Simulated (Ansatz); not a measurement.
```yaml
crystal:
  periodic: [false, false, false]
  atoms:
    - {symbol: B, position_ang: [0.245933, 1.109227, 1.227197]}
    - {symbol: N, position_ang: [-0.345644, -0.065459, 0.728969]}
    - {symbol: Si, position_ang: [-1.159947, -1.168400, 1.826894]}
    - {symbol: Si, position_ang: [-0.257088, -0.491097, -0.977897]}
    - {symbol: Si, position_ang: [1.290422, 0.826154, -2.135271]}
    - {symbol: H, position_ang: [0.162554, 1.374166, 2.394292]}
    - {symbol: H, position_ang: [0.834728, 1.847859, 0.484960]}
    - {symbol: H, position_ang: [-2.259440, -1.833867, 1.079719]}
    - {symbol: H, position_ang: [-0.219039, -2.213227, 2.306460]}
    - {symbol: H, position_ang: [-1.703968, -0.412067, 2.978519]}
    - {symbol: H, position_ang: [-1.610961, -0.371130, -1.587723]}
    - {symbol: H, position_ang: [0.125306, -1.929690, -1.068366]}
    - {symbol: H, position_ang: [1.405337, 0.267335, -3.511322]}
    - {symbol: H, position_ang: [0.845510, 2.240058, -2.234442]}
    - {symbol: H, position_ang: [2.624599, 0.769536, -1.482588]}
basis:
  gaussian: {orbitals: def2-mTZVP, final_grid: {core_spheres: 5, valence_spheres: 4, degree: 11}, point_charges: [{charge: 1.00, position_ang: [7.549, 0.697, 0.144]}]}
hamiltonian: {xc: {name: CCSD(T)}}
```

```sh
$ ansatz run in.yaml --threads 4 --pin off --events-out ev --progress --plain --max-ram 11315MiB
```

Shortened log:

```
Error: YAML parse error: error: line 21 column 19: hamiltonian.xc: no functional is named "CCSD(T)"; the names, which are not case-sensitive, are SVWN5, SPW92, PBE, PBE0, PBEsol, revPBE, revPBE0, RPBE, rPW86-PBE, HSE06, wPBEh, LC-wPBE, HISS, HF, BLYP, B3LYP, B3LYP5, BHLYP, CAM-B3LYP, r2SCAN, r2SCANh, r2SCAN0, r2SCAN50, m-r2SCAN, B97, wB97, wB97X, wB97X-V, B97M-V, wB97M-V, B2PLYP, B2GP-PLYP, PBE0-DH, PBE-QIDH
19 | basis:
20 |   gaussian: {orbitals: def2-mTZVP, final_grid: {core_spheres: 5, valence_spheres: 4…
21 | hamiltonian: {xc: {name: CCSD(T)}}
```

**Question.** Something in this input is off. What?

**Answer.** The method's name isn't one that the program takes here. The program refused the input.

HSE06 is defined as in plane-wave codes.
